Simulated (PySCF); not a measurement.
Coordinates in bohr (charge 0 multiplicity 1):
```
Rh    0.0000    0.0000    0.0198
H     0.0000    0.0000    2.9915
H     2.9396    0.6282    0.9896
H    -3.1572    0.4132   -0.2606
H    -2.9396   -0.6282    0.9896
H     3.1572   -0.4132   -0.2606
H     0.1337   -0.7798   -3.2050
H    -0.1337    0.7798   -3.2050
```

All numbers come from PBE0 in PySCF with Rh def2-TZVP with ECP28, H def2-TZVP; scalar-relativistic core potentials, no spin–orbit coupling; density-fitted integrals.

This geometry of RhH₇ is a stationary point at this level.

**Question.** What is the point group?

**Answer.** C2.

**Question.** Is it a minimum?

**Answer.** No: it has 1 imaginary mode, at 309i cm⁻¹ (b).

**Question.** Which band is strongest in the infrared?

**Answer.** 1008 cm⁻¹ (b), 265 km/mol.

**Question.** What are the dipole moment and the gap between the highest occupied and lowest empty levels?

**Answer.** 1.42 D and 5.02 eV.

Stability towards spin polarisation was not tested. Other isomers or separated fragments may lie lower. At this level a singlet minimum of Cs symmetry lies 4 kJ/mol below this structure.
